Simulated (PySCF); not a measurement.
Relaxation of doublet InO2

These are results of PySCF, UPBE0, basis In def2-TZVP with ECP28, O def2-TZVP (scalar-relativistic core potentials, no spin–orbit coupling, density fitting), not measurements. A (50,194) grid was used.

A start displaced from a saddle point along its imaginary mode, of C∞v symmetry, held to at least that symmetry:

```xyz
3
charge 0 multiplicity 2, angstrom
In   -0.0334    0.0000    0.0000
O     1.9824    0.0000    0.0000
O    -1.7424    0.0000    0.0000
```

**Question.** What does it relax to?

**Answer.** It ends at C∞v with In–O 1.826 Å, In–O 1.927 Å; O–In–O 180.0°. A frequency run shows a minimum. Other isomers or separated fragments may lie lower.

**Question.** How much energy is released, and in how many steps?

**Answer.** 31.1 kJ/mol in 4 steps.

No spin–orbit coupling is included, which matters more the heavier the element.

The relaxation took 8.5 s on 4 threads of a shared Arm Neoverse V1 host, with 112 basis functions and 5 gradients; the process peaked at 0.97 GiB. Launch command: `OMP_NUM_THREADS=4 python axn.py task.json out`.
